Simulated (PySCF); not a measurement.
PySCF job for Si(H)(Cl)(Et)(NH2) (C2H8ClNSi), SMILES CC[SiH](N)Cl, SMD-ωB97X/def2-SVP. The structure is a stationary point at B3LYP-D3(BJ)/def2-SVP. One conformer was computed; it need not be the lowest.

```python
import numpy as np
from pyscf import gto, scf, dft
from pyscf.solvent import smd

mol = gto.M(
    atom='''
    Si    0.09041098   -0.35115538    0.31781529
    N     0.83334225   -1.52472082   -0.70286992
    Cl    1.39328701    1.18671087    0.93417937
    C    -1.31603927    0.47572470   -0.60578453
    C    -2.41192874   -0.49366170   -1.06832391
    H    -0.33283080   -1.05078169    1.55773786
    H     1.48754078   -2.19377583   -0.30658795
    H     1.12695313   -1.25562034   -1.63832682
    H    -0.87439666    1.01023478   -1.46648411
    H    -1.73023223    1.26382105    0.04642741
    H    -3.20393875    0.02743403   -1.62983333
    H    -1.99905571   -1.28233865   -1.71648034
    H    -2.89126027   -0.99621507   -0.21217611
    ''',
    basis='def2-SVP',
    charge=0,
    spin=0,
    max_memory=1600,
    verbose=3,
)
mf = dft.RKS(mol, xc='wb97x').density_fit(auxbasis='def2-universal-jkfit')
mf.grids.level = 3
mf.conv_tol = 1e-9
mf.max_cycle = 100
mf.kernel()
res = {}
for name in ['water', 'N,N-dimethylformamide', 'methanol']:
    s = mf.SMD()
    s.with_solvent.solvent, s.with_solvent.sasa_ng = name, 194
    s.kernel(mf.make_rdm1())
    res[name] = (s.e_tot, s.with_solvent.get_cds(), s.dip_moment(), s.mo_energy, s.converged)
    print(f'SMD {name}: dG(solv) = {(s.e_tot - mf.e_tot) * 627.509474:.3f} kcal/mol, of which CDS {res[name][1] * 627.509474:.3f}')
```

Log of the run:

```
converged SCF energy = -885.191207745519
converged SCF energy = -885.193379136779
Dipole moment(X, Y, Z, Debye): -0.42196, -1.63540, -1.86012
SMD water: dG(solv) = -1.363 kcal/mol, of which CDS 3.771
converged SCF energy = -885.198973195596
Dipole moment(X, Y, Z, Debye): -0.42328, -1.63201, -1.85156
SMD N,N-dimethylformamide: dG(solv) = -4.873 kcal/mol, of which CDS 0.145
converged SCF energy = -885.200062125673
Dipole moment(X, Y, Z, Debye): -0.42362, -1.63108, -1.84928
SMD methanol: dG(solv) = -5.556 kcal/mol, of which CDS -0.569
```

Self-consistency was reached.

Cost: about 2.3 core-minutes (a rough figure).
